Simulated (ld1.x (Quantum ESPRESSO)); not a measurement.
**C (Z = 6): one change to a PAW potential, before and after**

carbon (C), PAW, made with ld1.x (Quantum ESPRESSO) 7.5 (PBE, scalar-relativistic). Core [He], reference 2s1.5 2p2.5. Waves: 2s (bound): rcut 1.05, rcutus 1.20 bohr; 2s channel at -0.7 Ry: rcut 1.05, rcutus 1.20 bohr; 2p (bound): rcut 2.45, rcutus 2.90 bohr; 2p channel at 0.05 Ry: rcut 2.45, rcutus 2.90 bohr; 3d channel at 0.25 Ry: rcut 2.80, rcutus 3.00 bohr; 3d channel at 0.95 Ry: rcut 2.80, rcutus 3.00 bohr. Local part: all-electron potential smoothed inside 1.35 bohr (lloc = -1). Core correction: a·sin(br)/r model core, default radius (ld1.x builds one for every PAW set, though the input has nlcc=.false.). Augmentation charge: BESSEL, radius 1.15 bohr.

All-electron outer shells of the reference configuration (PBE, scalar-relativistic, ld1.x):

| shell | level (eV) | outermost node (bohr) | outermost maximum (bohr) |
| --- | --- | --- | --- |
| 1s | -273.88 | – | 0.17 |
| 2s | -13.98 | 0.38 | 1.22 |
| 2p | -5.51 | – | 1.20 |

Change: local potential all-electron potential smoothed inside 2.18 bohr (lloc = -1).

Cutoffs: the cutoffs (Ry, on a coarse ladder) from which the occupation-weighted sum of valence levels, in a spherical-Bessel basis at the reference potential, stays within 10 and 1 mRy of its value at 400 Ry; they do not see the model core or the augmentation charge, which bear on the density cutoff. Errors are all-electron minus pseudo energies relative to the spin-unpolarised reference configuration.

Q: What does the change do?

A: The potential gets neither clearly harder nor softer (8 Ry and 21 Ry → 8 Ry and 21 Ry); of the 7 tests that both files solve, the error grows in 0 and shrinks in 7 by more than 15 % and 0.3 meV (median size 101.2 → 9.3 meV); the range in which the p phases agree widens (upper end 0.5 → 3.6); neither file shows a bound ghost. That the errors move this way runs against the usual rule that smaller radii transfer better.

| quantity | base | changed |
| --- | --- | --- |
| cutoff, loose | 8 Ry | 8 Ry |
| cutoff, tight | 21 Ry | 21 Ry |
| loose cutoff by channel (10 mRy a level) | s 6 Ry, p 6 Ry | s 8 Ry, p 6 Ry |
| bound ghosts | none | none |
| error for 2s2 2p2, meV [ΔE -4.24 eV] | +22 | +4.3 |
| error for 2s2 2p1, meV [ΔE 6.63 eV] | +445 | +22 |
| error for 2s2 2p0, meV [ΔE 30.78 eV] | +688 | +15 |
| error for 2s1 2p2, meV [ΔE 15.38 eV] | +101 | -9.3 |
| error for 2s1 2p3, meV [ΔE 4.24 eV] | +17 | +2.3 |
| error for 2s0 2p4, meV [ΔE 12.74 eV] | +78 | +1.3 |
| error for 2s1 2p0, meV [ΔE 78.98 eV] | +490 | -48 |
| s: phases at 3.25 bohr within 0.05 rad from the reference energy up to (Ry; the scan ends near 5) | 4.9 | to the end of the scan |
| p: phases at 3.25 bohr within 0.05 rad from the reference energy up to (Ry; the scan ends near 5) | 0.5 | 3.6 |
| d: phases at 3.25 bohr within 0.05 rad from the reference energy up to (Ry; the scan ends near 5) | 2.8 | 3.1 |
| lowest overlap eigenvalue by channel | s 0.55, p 0.25, d 0.91 | s 0.58, p 0.43, d 0.91 |
